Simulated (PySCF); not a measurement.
One of the candidates below gave these computed data.

All candidates are C8H7N.

- Couplings: largest of the computed one-bond spin–spin couplings (means over like bonds): 13C–1H +168.3, 13C–1H +168.0 (×2), 13C–1H +165.8 (×2), 13C–1H +139.3 (×2) Hz [B3LYP/pcJ-1, spin–dipole term left out]
- Valence photoelectron: vertical ionisation energy: 9.46 eV [ΔSCF PBE0/def2-SVPD]
- 13C NMR: chemical shifts (computed TMS as zero) by class: 136.7 (1 C), 135.3 (2 C), 135.1 (2 C), 134.2 (1 C), 122.3 (1 C), 25.2 (1 C) ppm [GIAO PBE0/pcSseg-1]
- XPS: C1s 290.5, C1s 290.6 (×2), C1s 290.6 (×2), C1s 290.9, C1s 292.2, C1s 292.4, N1s 404.9 eV [ΔSCF SCAN, pcX-2 on the ionised atom, pcseg-1 elsewhere, spin-free X2C]
- Dipole: 4.12 D [PBE0/def2-SVPD]
- NMR, other nuclei: isotropic shieldings of nuclei other than C and H, by class: -41 (1 N) ppm [GIAO PBE0/pcSseg-1]
- UV, strongest line: among the 10 lowest singlet transitions: S4 at 6.81 eV (182 nm, f = 0.410) [TDDFT PBE0/def2-SVPD]
- Rotational structure: rotational constants A, B, C: 3.894, 1.027, 0.932 GHz [PBE0-D3(BJ)/def2-SVP]

The electronic properties come from PySCF, for the isolated species, density fitting. Levels stand in brackets. Isolated species at its PBE0-D3(BJ)/def2-SVP geometry (one conformer only). Each NMR value is the plain mean over a class of atoms that symmetry, rotation or inversion makes alike.

Question: Which candidate is it?
A. `C=C=Cc1ccccn1`
B. `CC#Cc1ccccn1`
C. `N#CCc1ccccc1`

Answer: C. It is `N#CCc1ccccc1`. Numbering: `[N:1]#[C:2][CH2:3][c:4]1[cH:5][cH:6][cH:7][cH:8][cH:9]1`. Its formula, C8H7N, gives 6 degrees of unsaturation: 1 ring and 5 π bonds in the structure found (Kekulé form). 8 carbons fall into 6 classes; from least to most shielded: substituted aromatic carbon [C4] (136.7 ppm), aromatic CH carbon [C5/C9] (135.3 ppm, 2 C), aromatic CH carbon [C6/C8] (135.1 ppm, 2 C), aromatic CH carbon [C7] (134.2 ppm), nitrile carbon [C2] (122.3 ppm), sp3 carbon next to a nitrile [C3] (25.2 ppm). The other shieldings belong to: -41 ppm, nitrile nitrogen [N1]. The couplings run between: +168.3 Hz, aromatic CH carbon [C7] and its hydrogen; +168.0 Hz, aromatic CH carbon [C6] and its hydrogen (with 1 like pair); +165.8 Hz, aromatic CH carbon [C5] and its hydrogen (with 1 like pair); +139.3 Hz, sp3 carbon next to a nitrile [C3] and its hydrogen (with 1 like pair). The core levels belong to: C1s 290.5 eV, aromatic CH carbon [C7]; C1s 290.6 eV, aromatic CH carbon [C5/C9]; C1s 290.6 eV, aromatic CH carbon [C6/C8]; C1s 290.9 eV, substituted aromatic carbon [C4]; C1s 292.2 eV, nitrile carbon [C2]; C1s 292.4 eV, sp3 carbon next to a nitrile [C3]; N1s 404.9 eV, nitrile nitrogen [N1]. The hole state at 292.2 eV has ⟨S²⟩ = 0.82 against 0.75, so that value is less sure. The hole state at 290.9 eV has ⟨S²⟩ = 0.84 against 0.75, so that value is less sure. The hole state at 290.6 eV has ⟨S²⟩ = 0.83 against 0.75, so that value is less sure. The hole state at 290.6 eV has ⟨S²⟩ = 0.84 against 0.75, so that value is less sure. The hole state at 290.5 eV has ⟨S²⟩ = 0.83 against 0.75, so that value is less sure. The first electron is taken from the HOMO, whose largest Löwdin shares are 0.24 on an aromatic CH carbon, 0.23 on the substituted aromatic carbon and 0.10 on each of 2 atoms of one kind (aromatic CH carbon). The optimised geometry has point group Cs and is an asymmetric top.

The others, at the same levels:
- `C=C=Cc1ccccn1` fails: it has 8 carbon classes against 6; its computed 13C shifts are 226.5 (1 C), 159.2 (1 C), 155.3 (1 C), 141.0 (1 C), 126.3 (1 C), 125.7 (1 C), 103.5 (1 C), 84.0 (1 C) ppm, rotational constant A is 4.727 GHz (against 3.894 GHz) and smallest rotational constant is 0.842 GHz (against 0.932 GHz).
- `CC#Cc1ccccn1` fails: it has 8 carbon classes against 6; its computed 13C shifts are 155.3 (1 C), 149.1 (1 C), 140.4 (1 C), 133.3 (1 C), 126.3 (1 C), 93.8 (1 C), 86.3 (1 C), 5.5 (1 C) ppm, vertical ionisation energy is 8.56 eV (against 9.46 eV) and strongest line among the 10 lowest singlet transitions is S2 at 4.91 eV (253 nm, f = 0.254) (against S4 at 6.81 eV).

Each candidate is one conformer, not necessarily the lowest. The conformers computed, where there is a choice (atom-mapped SMILES and torsion angles):
- `[N:1]#[C:2][CH2:3][c:4]1[cH:5][cH:6][cH:7][cH:8][cH:9]1`: C2–C3–C4–C5 -90°
- `[CH2:1]=[C:2]=[CH:3][c:4]1[cH:5][cH:6][cH:7][cH:8][n:9]1`: C2–C3–C4–C5 0°
